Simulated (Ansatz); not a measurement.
Consider the ligand exchange at the Si–C bond: `C[SiH2]C1=NC1` + `BNC=C` → `BN(C=C)[SiH2]C` + `C1=NC1`.

Calculated with Ansatz (gas phase, PBE0-D4/def2-TZVP geometries, no zero-point term in ΔE). CCSD(T)/CBS is the MP2 limit (def2-TZVPP, def2-QZVPP) plus CCSD(T) − MP2 in def2-TZVPP, frozen cores. Functionals use def2-TZVPP. Each species was taken in one conformer, which may not be the lowest.

Problem. Is it downhill or uphill in electronic energy at CCSD(T)/CBS, and by how much? (Estimate.)

Solution. Ansatz gave: Downhill: ΔE = -15.1 kJ/mol.

Problem. What do these levels give: CAM-B3LYP-D4, revPBE, LC-ωPBE, CCSD/def2-SVP, MP2/def2-QZVPP, SCS-MP2/def2-QZVPP? (Best estimate.)

Solution. The calculation gave: CAM-B3LYP-D4 -10.2, revPBE 10.0, LC-ωPBE -5.4, CCSD/def2-SVP -7.1, MP2/def2-QZVPP -16.9, SCS-MP2/def2-QZVPP -15.0 kJ/mol.

Largest T1 diagnostic among the species: 0.013.

Leaving LDA and LC-ωPBE aside and taking each functional with its dispersion term where it has one, the values, not all of them listed here, spread over 10.5 kJ/mol, from BHLYP-D4 to PBE-D4. LDA lies −11.0 kJ/mol from PBE without D4. The D4 term adds −10.1 kJ/mol with B3LYP and −5.6 kJ/mol with PBE0; it sums over pairs of atoms, weighted by their polarisabilities, and B3LYP, whose exchange is more repulsive, gets the larger term. From BLYP to BHLYP (50 % exact exchange), in def2-TZVPP and without D4, ΔE moves by −11.1 kJ/mol.

B3LYP here is the variant with VWN-RPA as its local correlation; programs differ in this.
